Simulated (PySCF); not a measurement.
**Ionisation energy of Er²⁺ by level of theory**

Er²⁺ [Xe] 4f12 (high-spin determinant) → Er³⁺ [Xe] 4f11 (high-spin determinant), as a difference of total energies. Computed with PySCF 2.14 in x2c-TZVPPall (11s7p7d4f2g, 113 functions), with scalar relativity by spin-free X2C-1e. Correlated levels: valence: [Kr] 4d10 frozen; valence and next inner shell: [Ar] 3d10 frozen. The calculations carry no spin-orbit coupling.

```json
{"method": "UHF", "ionisation energy (eV)": "18.375"}
{"method": "LDA", "ionisation energy (eV)": "24.983"}
{"method": "PBE", "ionisation energy (eV)": "24.326"}
{"method": "PBE0", "ionisation energy (eV)": "23.178"}
{"method": "r2SCAN", "ionisation energy (eV)": "23.121"}
{"method": "MP2 (valence)", "ionisation energy (eV)": "23.695"}
{"method": "SCS-MP2 (valence)", "ionisation energy (eV)": "23.058"}
{"method": "MP2 (valence and next inner shell)", "ionisation energy (eV)": "24.269"}
{"method": "SCS-MP2 (valence and next inner shell)", "ionisation energy (eV)": "23.449"}
```

Problem. How much does correlation contribute at MP2 (valence and next inner shell)?

Solution. 24.269 − (18.375) = 5.894 eV, measured against UHF.

A first-order spin-orbit estimate (lowest level to lowest level, LS coupling) adds -0.207 eV.

Errors of the correlated levels include the incompleteness of this basis and the frozen core.

The determinant of Er³⁺ and of Er²⁺ mixes LS terms, which raises its energy above the lowest term, most at the Hartree-Fock and MP2 levels.

For comparison: 22.7 ± 0.03 eV (semi-empirical (NIST evaluation); NIST Atomic Spectra Database, ionization energies).
